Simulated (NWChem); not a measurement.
# CBrCl$_{3}$; SMILES C(Cl)(Cl)(Cl)Br

```xyz
5

Cl     0.2029     1.6553     1.0030
C      0.0000     0.0000     0.4213
Cl    -1.5350    -0.6519     1.0030
Cl     1.3321    -1.0033     1.0030
Br     0.0000     0.0000    -1.5276
```
Atoms are numbered in this order, from 1.

Results from NWChem. Geometry optimised at PBE0/def2-SVP; all other runs use it. This build's default masses of Se (78.918 u) and Br (79.917 u) are each other's, which moves their modes by up to 0.6 %.

```json
[
 {"quantity": "dipole in solution (D) in water", "level": "PBE0/def2-SVP, SMD", "value": "0.05"},
 {"quantity": "isotropic polarisability (bohr³), static", "level": "CAM-B3LYP/def2-SVPD", "value": "(withheld)"},
 {"quantity": "vertical ionisation energy, ΔSCF (eV)", "level": "CAM-B3LYP/def2-SVP", "value": "(withheld)"},
 {"quantity": "vertical, lowest excitation, singlet (eV)", "level": "CAM-B3LYP/def2-SVPD, TDA", "value": "5.28"},
 {"quantity": "dipole (D)", "level": "PBE0/def2-SVP", "value": "0.05"},
 {"quantity": "highest harmonic frequency (cm⁻¹)", "level": "PBE0/def2-SVP", "value": "(withheld)"}
]
```

### Question
Fill in the missing entries.

### Answer

- isotropic polarisability (bohr³), static, value: 75.7
- vertical ionisation energy, ΔSCF (eV), value: 10.92
- highest harmonic frequency (cm⁻¹), value: 795
